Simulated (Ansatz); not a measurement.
Coupled-cluster diagnostics for (BeO)3 ring (Be3O3), Ansatz.

Geometry of the singlet (PBE0-D4/def2-SVP):

```xyz
6

Be   -0.266    0.935   -0.846
O     0.582    1.471    0.226
Be    0.735    0.251    1.028
O     0.330   -1.159    1.049
Be   -0.469   -1.186   -0.182
O    -0.912   -0.312   -1.275
```

Correlated methods freeze 3 core orbitals.

(1) Estimate the CCSD(T) correlation energy, the shares of MP2 and (T), T1 and the reference's ⟨S²⟩ for: charge 0, singlet, own geometry in def2-TZVPP; charge 1, doublet, vertical in def2-TZVPP; and the rough time on 4 threads of Intel Xeon on a shared host.

## Answers

(1) 
| state | basis | correlation (eV) | MP2 share (%) | (T) share (%) | T1 | ⟨S²⟩ (pure) | wall time |
| --- | --- | --- | --- | --- | --- | --- | --- |
| charge 0, singlet, own geometry | def2-TZVPP | -25.644 | 96.2 | 3.4 | 0.014 | 0.00 (0.00) | 16 s |
| charge 1, doublet, vertical | def2-TZVPP | -24.236 | 94.1 | 3.5 | 0.041 | 0.76 (0.75) | 2.1 min |
Customary marks for T1 are 0.02 (closed shells), 0.045 (open shells) and about 0.05 (3d metals). T1 exceeds 0.02 in 1 of 2 rows and 0.045 in 0; the higher it lies, the less the single-reference result can be trusted.
